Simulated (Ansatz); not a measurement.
Computed with Ansatz on PBE0-D4/def2-TZVP structures; ΔE is electronic, products minus reactants. CCSD(T)/CBS adds triple-zeta CCSD(T) − MP2 to the extrapolated MP2 energy (def2 sets, frozen cores). This one scheme is used for every species. DFT in def2-TZVPP. One conformer a species, not always the lowest.

Consider the ligand exchange at the Si–O bond: `C[SiH2]O[SiH2]Cl` + H–F → `F[SiH2]Cl` + `C[SiH2]O`.

`C[SiH2]O[SiH2]Cl`:

```xyz
12

C    -0.418   -0.511   -1.807
Si   -1.172    0.061   -0.210
O    -0.036    0.799    0.733
Si    1.209    0.560    1.735
Cl    2.480   -0.863    0.965
H     0.372   -1.242   -1.623
H    -1.179   -0.980   -2.437
H     0.011    0.328   -2.358
H    -1.744   -1.088    0.543
H    -2.239    1.065   -0.448
H     1.971    1.819    1.861
H     0.745    0.054    3.045
```

H–F:

```xyz
2

F    -0.457   -0.009   -0.050
H     0.457    0.009    0.050
```

`F[SiH2]Cl`:

```xyz
5

F    -0.621    1.200    0.843
Si    0.000    0.076   -0.094
Cl    0.270   -1.618    1.002
H     1.312    0.547   -0.574
H    -0.961   -0.205   -1.177
```

`C[SiH2]O`:

Z-matrix (Å, degrees):
```
C
Si 1 1.863
H 1 1.093 2 111.0
H 1 1.094 2 110.2 3 119.8
H 1 1.093 2 111.5 3 -120.7
O 2 1.652 1 112.6 3 57.7
H 2 1.492 1 108.9 3 -179.5
H 2 1.483 1 110.6 3 -59.4
H 6 0.957 2 117.7 1 68.6
```

```csv
level,ΔE (kJ/mol),difference from CCSD(T)/CBS
LDA (SPW92),-18.2,-6.5
PBE0-D4,-13.1,-1.4
PBE0,-20.7,-9.0
r2SCAN0,-18.4,-6.7
CAM-B3LYP,-24.2,-12.5
MP2/def2-SVP,-11.6,0.1
MP2/def2-TZVPP,-11.2,0.5
SCS-MP2/def2-TZVPP,-14.4,-2.7
HF/CBS(def2),-21.0,-9.3
CCSD/CBS(def2),-12.7,-1.0
CCSD(T)/CBS,-11.7,0
```

Largest T1 diagnostic among the species: 0.010.

From PBE to PBE0 (25 % exact exchange), in def2-TZVPP and without D4, ΔE moves by +4.6 kJ/mol. Leaving LDA and LC-ωPBE aside and taking each functional with its dispersion term where it has one, the values, not all of them listed here, spread over 10.7 kJ/mol, from B97M-V to BHLYP-D4. LDA lies +7.0 kJ/mol from PBE without D4.
